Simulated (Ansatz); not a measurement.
`C#[C][Ti]([F])([F])[C]#C` + HCl → `C#[C][Ti]([F])([F])[Cl]` + `C#C` at 400 K and 1 bar (ligand exchange at a Ti–C bond).

Program: Ansatz. Geometries: PBE0-D4/def2-TZVP. ΔE: electronic, gas phase. CCSD(T)/CBS is the MP2 limit (def2-TZVPP, def2-QZVPP) plus CCSD(T) − MP2 in def2-TZVPP, frozen cores. This one scheme is used for every species. For Ti outer-core shells are correlated without core-valence functions, which leaves a few kJ/mol of doubt a bond. Scalar relativity is left out up to krypton.

```tsv
species	CCSD(T)/CBS energy (Eh)	H − E (kJ/mol)	S (J/(mol·K))
`C#[C][Ti]([F])([F])[C]#C`	-1201.92803	150.0	435.5
HCl	-460.38127	29.6	195.4
`C#[C][Ti]([F])([F])[Cl]`	-1585.12976	99.8	408.9
`C#C`	-77.22717	85.5	213.8
```

H − E and S are ideal-gas, rigid-rotor, harmonic terms from PBE0-D4/def2-TZVP. 1 Eh = 2625.50 kJ/mol, R = 8.31446 J/(mol·K).

**Question.** By hand: ΔE, ΔH, ΔS and ΔG.

**Answer.** ΔE = (-1585.12976) + (-77.22717) − (-1201.92803) − (-460.38127) = -0.04763 Eh = -125.1 kJ/mol. Δ(H − E) = 99.8 + 85.5 − 150.0 − 29.6 = 5.7, so ΔH = -119.4 kJ/mol. ΔS = 408.9 + 213.8 − 435.5 − 195.4 = -8.2 J/(mol·K). ΔG = -119.4 − 400 × (-8.2)/1000 = -116.1 kJ/mol.

**Question.** By hand: the equilibrium constant, and the temperature at which ΔG would vanish if ΔH and ΔS stayed fixed.

**Answer.** log₁₀ K = −ΔG/(RT ln 10) = 15.2. ΔG = 0 at ΔH/ΔS = 14561 K, far beyond where these terms or the molecules hold.

The number of gas molecules stays the same, so ΔS is small and ΔH decides. A doubt of 5 kJ/mol in ΔE shifts log₁₀ K by 0.7 here. These are equilibria of isolated gas molecules and say nothing of rates. Largest T1 diagnostic: 0.023 (customary marks: 0.02 for closed shells, 0.045 for open ones).
